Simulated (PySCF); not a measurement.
**Cost of excited-state runs on `CC([C@H](CC=C)CF)(C)F`, C8H14F2**

Molfile (atoms numbered from 1):
```
C8H14F2
     RDKit          3D

 24 23  0  0  0  0  0  0  0  0999 V2000
    3.3400    0.3277   -0.4128 C   0  0  0  0  0  0  0  0  0  0  0  0
    2.1753    0.1896   -1.0166 C   0  0  0  0  0  0  0  0  0  0  0  0
    0.9773   -0.4704   -0.4063 C   0  0  0  0  0  0  0  0  0  0  0  0
   -0.1918    0.5188   -0.2920 C   0  0  2  0  0  0  0  0  0  0  0  0
    0.1743    1.6512    0.6722 C   0  0  0  0  0  0  0  0  0  0  0  0
    0.6685    1.1763    1.8634 F   0  0  0  0  0  0  0  0  0  0  0  0
   -1.5352   -0.1474    0.0788 C   0  0  0  0  0  0  0  0  0  0  0  0
   -1.5573   -0.7908    1.4584 C   0  0  0  0  0  0  0  0  0  0  0  0
   -2.0102   -1.1224   -0.9956 C   0  0  0  0  0  0  0  0  0  0  0  0
   -2.4763    0.8954    0.0959 F   0  0  0  0  0  0  0  0  0  0  0  0
    3.5033   -0.0354    0.5885 H   0  0  0  0  0  0  0  0  0  0  0  0
    4.1773    0.8075   -0.8905 H   0  0  0  0  0  0  0  0  0  0  0  0
    2.0301    0.5703   -2.0202 H   0  0  0  0  0  0  0  0  0  0  0  0
    1.2336   -0.8497    0.5830 H   0  0  0  0  0  0  0  0  0  0  0  0
    0.6824   -1.3095   -1.0396 H   0  0  0  0  0  0  0  0  0  0  0  0
   -0.3479    0.9981   -1.2661 H   0  0  0  0  0  0  0  0  0  0  0  0
   -0.6983    2.2652    0.9117 H   0  0  0  0  0  0  0  0  0  0  0  0
    0.9658    2.2723    0.2420 H   0  0  0  0  0  0  0  0  0  0  0  0
   -1.3402   -0.0563    2.2280 H   0  0  0  0  0  0  0  0  0  0  0  0
   -2.5444   -1.2058    1.6487 H   0  0  0  0  0  0  0  0  0  0  0  0
   -0.8223   -1.5874    1.5132 H   0  0  0  0  0  0  0  0  0  0  0  0
   -1.9282   -0.6731   -1.9827 H   0  0  0  0  0  0  0  0  0  0  0  0
   -3.0555   -1.3640   -0.8163 H   0  0  0  0  0  0  0  0  0  0  0  0
   -1.4322   -2.0405   -0.9663 H   0  0  0  0  0  0  0  0  0  0  0  0
  1  2  2  0
  2  3  1  0
  3  4  1  0
  4  5  1  0
  5  6  1  0
  4  7  1  0
  7  8  1  0
  7  9  1  0
  7 10  1  0
  1 11  1  0
  1 12  1  0
  2 13  1  0
  3 14  1  0
  3 15  1  0
  4 16  1  6
  5 17  1  0
  5 18  1  0
  8 19  1  0
  8 20  1  0
  8 21  1  0
  9 22  1  0
  9 23  1  0
  9 24  1  0
M  END
```

PySCF with density fitting, on 1 thread of an Intel Xeon, shared host. Command: `OMP_NUM_THREADS=1 python excited_run.py task.json out`

Question: How long does each of these runs take, and how much memory?
- vibronic structure, HF/6-31G*; Tamm-Dancoff; writes grids
- vibronic structure, mPW1PW91/pcseg-0; Tamm-Dancoff; 10 states

Answer: 
| run | level | basis functions | wall time | peak memory (GiB) |
| --- | --- | --- | --- | --- |
| vibronic structure | HF/6-31G* | 168 | 34 s | 0.78 |
| vibronic structure | mPW1PW91/pcseg-0 | 118 | 34 s | 0.88 |

Times from a shared host are rough.
